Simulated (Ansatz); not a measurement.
C4H8F2O (`CC(F)OCCF`) at its PBE0-D4/def2-TZVP geometry, where that method's forces vanish. The species carries charge 0 and has multiplicity 1.

```xyz
15

C     1.6538    0.1062    1.7275
C     0.3288    0.0768    1.0261
F    -0.2063   -1.2073    1.1297
O     0.5038    0.4037   -0.2938
C    -0.6785    0.6209   -1.0377
C    -1.1565   -0.6537   -1.7037
F    -2.1890   -0.3287   -2.5643
H     2.0633    1.1166    1.7061
H     1.5322   -0.2097    2.7635
H     2.3462   -0.5696    1.2239
H    -0.4186    0.7334    1.4937
H    -1.4676    1.0371   -0.3997
H    -0.4398    1.3555   -1.8100
H    -1.5256   -1.3788   -0.9766
H    -0.3462   -1.1023   -2.2846
```

What forces (eV/Å) does r2SCAN-D4/def2-TZVPP give on these atoms in Ansatz 0.2.0? (An estimate is asked.)

Ansatz gave: 
```
C1   0.110 -0.001  0.049
C2   0.037  0.310  0.242
F3  -0.160 -0.383  0.014
O4   0.358  0.022 -0.124
C5  -0.270  0.154 -0.140
C6   0.238 -0.202  0.187
F7  -0.264  0.101 -0.217
H8  -0.004 -0.020  0.001
H9  -0.001  0.005 -0.026
H10 -0.016  0.010  0.004
H11 -0.028  0.014  0.005
H12 -0.009  0.004  0.011
H13  0.000 -0.003 -0.005
H14 -0.003 -0.003  0.001
H15  0.010 -0.005 -0.003
```
